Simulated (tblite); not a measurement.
C9H7N3Si.
Cartesian coordinates in Å at the GFN2-xTB level; atoms count from 1:
```xyz
20
C9H7N3Si angstrom
C      4.9746    0.5597    0.3301
C      3.7922    0.3304    0.3695
C      2.4200    0.0987    0.3636
C      1.7632   -0.6328    1.3009
C      0.3466   -0.7602    1.1251
C     -0.1794   -0.1368    0.0398
C     -1.5615   -0.1395   -0.3168
N     -2.4559   -0.7943    0.4386
C     -3.6992   -0.7323    0.0205
N     -4.1263   -0.0911   -1.0584
C     -3.1693    0.5246   -1.7382
N     -1.8935    0.5388   -1.4273
Si     1.1731    0.7406   -0.9389
H      6.0055    0.7530    0.3080
H      2.2571   -1.1006    2.1406
H     -0.2544   -1.3214    1.8251
H     -4.4453   -1.2530    0.6101
H     -3.4681    1.0636   -2.6299
H      1.4344    0.1661   -2.2551
H      1.0812    2.1972   -0.9198
```

Level: GFN2-xTB in tblite, geometry and Hessian alike; calculated harmonic values, unscaled, isolated species. The method is semi-empirical: single wavenumbers can be off by several per cent or more. Modes of hydrogen on silicon can be 10 to 20 % off. One conformer, not necessarily the lowest.

Harmonic wavenumbers (cm⁻¹): 46.3, 53.5, 67.5, 109.3, 134.3, 196.8, 251.6, 254.8, 284.7, 373.2, 380.2, 391.2, 404.2, 473.1, 502.3, 538.9, 559.6, 572.8, 605.9, 646.6, 653.7, 657.9, 678.6, 710.2, 743.9, 772.0, 839.3, 874.1, 895.3, 939.2, 997.7, 1050.1, 1062.2, 1150.9, 1165.2, 1183.0, 1218.7, 1239.8, 1287.3, 1314.4, 1358.7, 1411.9, 1480.2, 1499.4, 1565.2, 1590.9, 2209.9, 2294.4, 2297.5, 3037.2, 3039.0, 3070.1, 3086.4, 3392.5.

A = 2669, B = 355.8, C = 315.2 MHz; mass 185.041 u (most abundant isotopes); point group Cs, symmetry number 1.

Question: What is the zero-point energy?

Answer: Half the sum of the wavenumbers: 28807 cm⁻¹ = 82.36 kcal/mol.

Question: Give the ideal-gas entropy at 273.15 K and 1 bar in the rigid-rotor, harmonic-oscillator model (classical rotation).

Answer: Translation 41.14, rotation 31.09, vibration 34.58: S = 106.8 cal/(mol K).

Question: And Cp and H(273.15 K) − H(0)?

Answer: Cp = 45.36 cal/(mol K), of which vibrations give 37.41 (their classical limit is 54 R = 107.3); H(273.15 K) − H(0) = 7.20 kcal/mol without the zero-point energy, 5.03 from vibrations.

Question: Blend soft modes into free rotors: weight 1/[1 + (100 cm⁻¹/ν̃)⁴] for the oscillator and the rest for a rotor with moment μB/(μ + B), μ = h/(8π²ν), B = 10⁻⁴⁴ kg m². What vibrational entropy results?

Answer: 31.40 cal/(mol K) in place of 34.58, which changes −T·S at 273.15 K by +0.87 kcal/mol.

Question: What must be added to the electronic energy to get the Gibbs energy at 273.15 K and 1 bar?

Answer: ZPE + [H(273.15 K) − H(0)] − T·S = 82.36 + 7.20 − 29.18 = 60.38 kcal/mol.

Question: How do the functions run with temperature in this model?

Answer: 
```json
{"T (K)": "100", "S (cal/(mol K))": "75.4", "Cp (cal/(mol K))": "21.1", "H − H(0) (kcal/mol)": "1.44", "G − H(0) (kcal/mol)": "-6.10", "ln q(vib)": "2.36"}
{"T (K)": "200", "S (cal/(mol K))": "94.3", "Cp (cal/(mol K))": "35.3", "H − H(0) (kcal/mol)": "4.25", "G − H(0) (kcal/mol)": "-14.61", "ln q(vib)": "5.66"}
{"T (K)": "300", "S (cal/(mol K))": "111.2", "Cp (cal/(mol K))": "48.8", "H − H(0) (kcal/mol)": "8.47", "G − H(0) (kcal/mol)": "-24.90", "ln q(vib)": "9.04"}
{"T (K)": "500", "S (cal/(mol K))": "141.3", "Cp (cal/(mol K))": "69.2", "H − H(0) (kcal/mol)": "20.43", "G − H(0) (kcal/mol)": "-50.24", "ln q(vib)": "15.79"}
{"T (K)": "800", "S (cal/(mol K))": "178.1", "Cp (cal/(mol K))": "86.6", "H − H(0) (kcal/mol)": "44.10", "G − H(0) (kcal/mol)": "-98.37", "ln q(vib)": "25.23"}
{"T (K)": "1000", "S (cal/(mol K))": "198.2", "Cp (cal/(mol K))": "93.5", "H − H(0) (kcal/mol)": "62.16", "G − H(0) (kcal/mol)": "-136.05", "ln q(vib)": "30.92"}
```

q(vib) and H(0) count from the zero-point level.

Hindered rotation and anharmonicity are outside this model. Other conformers, if any are populated, would add a mixing term that is left out.

Hardware: one thread of an AMD EPYC 9R45, shared host with 96 logical CPUs at a one-minute load of 31. Cost: 0.87 s wall. The figure is for the frequency step alone.
